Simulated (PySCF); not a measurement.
Stepwise substitution at one centre (Ge Cl-H). Isolated molecules, 0 K electronic values unless said otherwise. Strings in code marks are SMILES.

The S1 excitation (TDA) from two functionals at the same geometries (CAM-B3LYP-D3(BJ)/def2-TZVP), both in PySCF: PBE-D3(BJ)/def2-TZVP and TPSSh-D3(BJ)/def2-TZVP. Excitations are Tamm–Dancoff values on a coarser integration grid. The basis has no diffuse functions, so Rydberg states are missing or too high.

```json
[
 {"species": "0 of 4 Cl replaced by H (`[Cl][Ge]([Cl])([Cl])[Cl]`)", "TPSSh-D3(BJ)/def2-TZVP (eV)": "5.70"},
 {"species": "1 of 4 Cl replaced by H", "TPSSh-D3(BJ)/def2-TZVP (eV)": "6.25"},
 {"species": "2 of 4 Cl replaced by H (`[Cl][GeH2][Cl]`)", "TPSSh-D3(BJ)/def2-TZVP (eV)": "6.73"},
 {"species": "3 of 4 Cl replaced by H", "TPSSh-D3(BJ)/def2-TZVP (eV)": "6.86"}
]
```

Q: What does PBE-D3(BJ)/def2-TZVP give for each?

A: 
- 0 of 4 Cl replaced by H (`[Cl][Ge]([Cl])([Cl])[Cl]`): 5.14
- 1 of 4 Cl replaced by H: 5.69
- 2 of 4 Cl replaced by H (`[Cl][GeH2][Cl]`): 6.19
- 3 of 4 Cl replaced by H: 6.39
Over these rows, drawn at random from the members with no instability flagged (it was tested for open shells, ions and some series alone), PBE minus TPSSh-D3(BJ): mean -0.53 eV, from -0.56 eV to -0.47 eV.
